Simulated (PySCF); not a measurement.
# Peak assignment

Molfile (atoms numbered from 1):
```
C3H5NO4Si
     RDKit          3D

 14 13  0  0  0  0  0  0  0  0999 V2000
   -2.1824   -1.6611    2.0718 N   0  0  0  0  0  0  0  0  0  0  0  0
   -1.9072   -1.2821    1.0278 C   0  0  0  0  0  0  0  0  0  0  0  0
   -1.5334   -0.7661   -0.2521 C   0  0  0  0  0  0  0  0  0  0  0  0
   -0.1446    0.5276   -0.0662 Si  0  0  0  0  0  4  0  0  0  0  0  0
   -0.0615    1.3788   -1.4246 O   0  0  0  0  0  0  0  0  0  0  0  0
   -0.3468    1.5182    1.1918 O   0  0  0  0  0  0  0  0  0  0  0  0
    1.2601   -0.3714    0.2017 O   0  0  0  0  0  0  0  0  0  0  0  0
    2.4216   -0.1555   -0.3628 C   0  0  0  0  0  0  0  0  0  0  0  0
    2.6674    0.7014   -1.1608 O   0  0  0  0  0  0  0  0  0  0  0  0
   -2.4046   -0.2889   -0.7009 H   0  0  0  0  0  0  0  0  0  0  0  0
   -1.2347   -1.5961   -0.8924 H   0  0  0  0  0  0  0  0  0  0  0  0
    0.8037    1.6679   -1.7304 H   0  0  0  0  0  0  0  0  0  0  0  0
   -0.5084    1.2101    2.0809 H   0  0  0  0  0  0  0  0  0  0  0  0
    3.1701   -0.8834   -0.0060 H   0  0  0  0  0  0  0  0  0  0  0  0
  1  2  3  0
  2  3  1  0
  3  4  1  0
  4  5  1  0
  4  6  1  0
  4  7  1  0
  7  8  1  0
  8  9  2  0
  3 10  1  0
  3 11  1  0
  5 12  1  0
  6 13  1  0
  8 14  1  0
M  END
```

In vacuum, relativity neglected, one averaged value for each set of equivalent atoms, single conformer. Coordinates at the GFN2-xTB level; shieldings: GIAO PBE0/pcSseg-1; PySCF.

Chemical shifts δ = σref − σ; $^{13}$C, $^{1}$H vs TMS, all at this level.

Question: Assign these signals to the numbered atoms. $^{13}$C{$^{1}$H} NMR (computed): δ 165.7, 121.1, 2.5.

Answer: 
| δ (ppm) | atoms | environment | reason |
| --- | --- | --- | --- |
| 165.7 | C8 | carbonyl carbon | – |
| 121.1 | C2 | nitrile carbon | typical of a nitrile |
| 2.5 | C3 | sp3 CH2 bonded to Si, α to a nitrile | an electropositive neighbour leaves it electron-rich and shielded |

Question: Assign these signals to the numbered atoms. $^{1}$H NMR (500 MHz, computed): δ 8.06 (s, 1H), 4.00 (br s, 2H), 1.70 (s, 2H).

Answer: 
| δ (ppm) | atoms | environment | reason |
| --- | --- | --- | --- |
| 8.06 | H14 | hydrogen on a carbonyl carbon | – |
| 4.00 | H12/H13 | hydrogen on an oxygen bonded to Si | labile proton, position sensitive to the medium |
| 1.70 | H10/H11 | hydrogen on an sp3 CH2 bonded to Si, α to a nitrile | – |

Exchangeable OH/NH protons stand at their gas-phase positions; hydrogen bonding in a real sample shifts them, mostly to higher δ. Shifts are as computed. Against solution values, carbons near 30 ppm lie about +3 ppm off and those near 130 ppm about +5 ppm. Of 1309 compounds with measured shifts, 239 miss one by over three times the rms of a fit or turn the order of signals round; such compounds aren't used in these exercises. Multiplicities follow the n + 1 count of equivalent neighbours, as no J values were calculated; m marks all less simple cases, F and P coupling included.
